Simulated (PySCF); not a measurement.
Compound: C₆H₆F₄O.
Numbering: `[CH2:1]=[CH:2][C@@:3]([F:4])([C@H:5]1[CH2:6][O:7]1)[C:8]([F:9])([F:10])[F:11]` (hydrogens: H12, H13 on C1; H14 on C2; H15 on C5; H16, H17 on C6)

Computed with PBE0-D3(BJ)/def2-SVP geometry optimisation, gas phase in PySCF.

(1) Give the optimised bond lengths and angles.

Answers

(1) 
```
                 bond  length (pm)
                C1=C2        133.0
                C2–C3        149.9
                C3–F4        137.5
                C3–C5        152.0
                C5–C6        146.0
                C6–O7        141.3
                C3–C8        153.8
C8–F9, C8–F10, C8–F11        133.1
                C5–O7        140.2
               C1–H12        109.3
               C1–H13        109.2
               C2–H14        109.3
               C5–H15        109.7
               C6–H16        109.6
               C6–H17        109.7
```

Bonds in one row agree within 1 pm and their mean is given. A selection of angles:
```
    angle  degrees
 C1–C2–C3    122.6
 C2–C3–F4    111.1
 C2–C3–C5    112.7
 C2–C3–C8    110.0
 F4–C3–C5    107.3
 F4–C3–C8    105.4
 C5–C3–C8    110.0
 C3–C5–C6    119.8
 C3–C5–O7    117.5
 C6–C5–O7     59.1
 C5–C6–O7     58.4
 C5–O7–C6     62.5
 C3–C8–F9    111.3
C3–C8–F10    109.9
F9–C8–F10    108.7
F9–C8–F11    107.9
```

Dihedral angles: C1–C2–C3–F4 5° (synperiplanar); C2–C3–C5–C6 -43° (synclinal); C3–C5–C6–O7 106° (anticlinal); C2–C3–C8–F9 60° (synclinal); C3–C5–O7–C6 -110° (anticlinal).

The 3-membered ring C5–C6–O7 has internal angles of 58.4° to 62.5°. The 5 C–C bonds span 1.330 Å (C1=C2, drawn double) to 1.538 Å (C3–C8, drawn single), a spread of 0.208 Å. The 4 C–F bonds span 1.327 Å (C8–F9, drawn single) to 1.375 Å (C3–F4, drawn single), a spread of 0.048 Å. Of the pairs four or more bonds apart, F4···H12 is among the closest relative to their van der Waals radii: 2.37 Å, 89 % of the sum of Bondi's values.

Point group: C1 (no symmetry element, even within 0.4 Å). No frequency check. One conformer, not necessarily the lowest.
